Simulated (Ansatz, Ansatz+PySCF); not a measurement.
```xyz
2

B     0.0000    0.0000    0.0000
O     0.0000    0.0000    1.6100
```

Basis set: def2-SVP (spherical functions). Correlated methods keep 2 orbitals frozen. Correlation on ROHF uses semicanonical orbitals with singles. Charge 0, multiplicity 2.

Computed with Ansatz (development build ahead of 0.2.0); each method stands on the lowest determinant of its kind that the runs found.

(1) Give the atomization energy at this shape (free ground-state atoms in the same class of orbitals less the molecule, no zero-point energy) of doublet BO by ROHF-MP2, UHF-MP2, ROHF.

Answers

(1)

| method | atomization energy |
| --- | --- |
| ROHF-MP2 | 103.30 kcal/mol |
| UHF-MP2 | 100.38 kcal/mol |
| ROHF | 66.69 kcal/mol |

Caution for ROHF-MP2, UHF-MP2: bonds are stretched, where a single reference can fail. Caution for UHF-MP2: the unrestricted determinant is spin contaminated.
